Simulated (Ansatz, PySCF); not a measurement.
I₂Zr, SMILES [I][Zr][I], multiplicity 1. Atoms are numbered in the order given.

```xyz
3

Zr     0.0000     0.0000     0.0000
I      0.0000     0.0000    -2.6949
I      0.0000     0.0000     2.6949
```

Geometry: B3LYP-D3(BJ)/def2-SVP. The geometry has at least one imaginary mode, so it is a saddle point at that level. The spin state was assumed, not searched. The def2 effective core potentials stand for the cores of I, Zr; spin–orbit coupling is left out.

Vertical ionisation energy (IE) and electron affinity (EA) in eV. Rows of orbital energies are one-electron estimates. Where ΔSCF, EOM or ADC give a negative EA the extra electron is unbound and the value depends on the basis.

| level | IE | EA |
|---|---|---|
| −ε(HOMO), −ε(LUMO), M06-2X/def2-TZVPD (PySCF) | 5.86 | 2.46 |
| −ε(HOMO), −ε(LUMO), PBE/def2-TZVPD (PySCF) | ? | ? |
| ΔSCF, CAM-B3LYP/def2-SVPD (Ansatz), final states of multiplicity 2 and 2 | 6.95 | 2.14 |

Some entries are withheld; supply them. (The exact figures need the calculation; the answer reports its results.)


- −ε(HOMO), −ε(LUMO), PBE/def2-TZVPD (PySCF), IE: 4.76
- −ε(HOMO), −ε(LUMO), PBE/def2-TZVPD (PySCF), EA: 4.69

What vertical singlet–triplet gap does ΔSCF give with CAM-B3LYP/def2-SVPD (Ansatz, a quantum-chemistry and plane-wave program) and with PBE/def2-SVPD (Ansatz)? (Estimate from the structure and the level; the computed values follow.)

-0.64 and -0.65 eV (triplet above singlet where positive).
